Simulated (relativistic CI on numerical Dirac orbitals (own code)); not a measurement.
Cu2+ (3d9) in a crystal field

Calculated by Dirac-Coulomb-Breit CI, separate exchange-only KLI orbitals for each configuration, a model potential for QED, one configuration in a parametric crystal field, unscaled Slater integrals (own radial code).

Field parameters in Wybourne normalisation: D4h B²₀ = −7Ds, B⁴₀ = 21(Dq − Dt), B⁴₄ = 21√(5/14) Dq. The field is a parameter set, without covalency.

S is read from ⟨S²⟩ = S(S + 1).

Powder χT (cm³ K mol⁻¹) by Van Vleck's formula, with temperature-independent terms:

| Field | 2 K | 5 K | 10 K | 20 K | 50 K | 100 K | 200 K | 300 K |
| --- | --- | --- | --- | --- | --- | --- | --- | --- |
| D4h, 10Dq = 18900, Ds = -1500, Dt = 380 cm⁻¹ | 0.449 | 0.449 | 0.45 | 0.45 | 0.452 | 0.455 | 0.462 | 0.468 |
| D4h, 10Dq = 18900, Ds = -1090, Dt = 380 cm⁻¹ | 0.451 | 0.451 | 0.451 | 0.452 | 0.454 | 0.457 | 0.464 | 0.47 |
| D4h, 10Dq = 18900, Ds = -680, Dt = 380 cm⁻¹ | 0.453 | 0.453 | 0.453 | 0.454 | 0.456 | 0.46 | 0.466 | 0.473 |
| D4h, 10Dq = 18900, Ds = -270, Dt = 380 cm⁻¹ | 0.443 | 0.444 | 0.444 | 0.445 | 0.446 | 0.449 | 0.456 | 0.462 |
| D4h, 10Dq = 18900, Ds = 140, Dt = 380 cm⁻¹ | 0.442 | 0.442 | 0.442 | 0.443 | 0.445 | 0.448 | 0.453 | 0.459 |
| D4h, 10Dq = 18900, Ds = 550, Dt = 380 cm⁻¹ | 0.441 | 0.441 | 0.441 | 0.442 | 0.443 | 0.446 | 0.452 | 0.457 |
| D4h, 10Dq = 18900, Ds = 950, Dt = 380 cm⁻¹ | 0.439 | 0.439 | 0.44 | 0.44 | 0.442 | 0.445 | 0.45 | 0.456 |
| D4h, 10Dq = 18900, Ds = 1360, Dt = 380 cm⁻¹ | 0.438 | 0.438 | 0.439 | 0.439 | 0.441 | 0.443 | 0.449 | 0.454 |

**Question.** For D4h, 10Dq = 18900, Ds = 1360, Dt = 380 cm⁻¹: what effective moment follows at 300 K?

**Answer.** μ_eff = √(8χT) = 1.91 μB. The ground level has S = 0.50; the spin-only moment for S = 1/2 is 1.73 μB. The difference comes from the orbital moment, spin-orbit mixing of terms and temperature-independent paramagnetism, all larger in this ionic model than in covalent complexes.
